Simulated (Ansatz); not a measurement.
`F[SiH](Cl)[GeH3]` + NH₃ → `N[SiH](F)Cl` + GeH₄ at 400 K and 1 bar (cleavage of the Si–Ge bond).

Isolated molecules relaxed with PBE0-D4/def2-TZVP in Ansatz; ΔE leaves out vibrations. CCSD(T)/CBS adds triple-zeta CCSD(T) − MP2 to the extrapolated MP2 energy (def2 sets, frozen cores). This one scheme is used for every species. For Ge outer-core shells are correlated without core-valence functions, which leaves a few kJ/mol of doubt a bond. Scalar relativity is left out up to krypton. One conformer a species, not always the lowest.

```csv
species,CCSD(T)/CBS energy (Eh),H − E (kJ/mol),S (J/(mol·K))
`F[SiH](Cl)[GeH3]`,-2927.27769,128.8,389.3
NH₃,-56.50880,104.2,203.1
`N[SiH](F)Cl`,-905.31614,130.9,344.1
GeH₄,-2078.49493,93.6,231.8
```

H − E and S are ideal-gas, rigid-rotor, harmonic terms from PBE0-D4/def2-TZVP, for one conformer and one mirror image of each species. 1 Eh = 2625.50 kJ/mol, R = 8.31446 J/(mol·K).

Problem. By hand: ΔE, ΔH, ΔS and ΔG.

Solution. ΔE = (-905.31614) + (-2078.49493) − (-2927.27769) − (-56.50880) = -0.02458 Eh = -64.5 kJ/mol. Δ(H − E) = 130.9 + 93.6 − 128.8 − 104.2 = -8.5, so ΔH = -73.0 kJ/mol. ΔS = 344.1 + 231.8 − 389.3 − 203.1 = -16.5 J/(mol·K). ΔG = -73.0 − 400 × (-16.5)/1000 = -66.4 kJ/mol.

Problem. By hand: the equilibrium constant, and the temperature at which ΔG would vanish if ΔH and ΔS stayed fixed.

Solution. log₁₀ K = −ΔG/(RT ln 10) = 8.7. ΔG = 0 at ΔH/ΔS = 4424 K, far beyond where these terms or the molecules hold.

ΔH outweighs TΔS. A doubt of 5 kJ/mol in ΔE shifts log₁₀ K by 0.7 here. Other conformers and mirror images would add mixing entropy, several J/(mol·K) or more a flexible species. These are equilibria of isolated gas molecules and say nothing of rates. Largest T1 diagnostic: 0.012 (customary marks: 0.02 for closed shells, 0.045 for open ones).
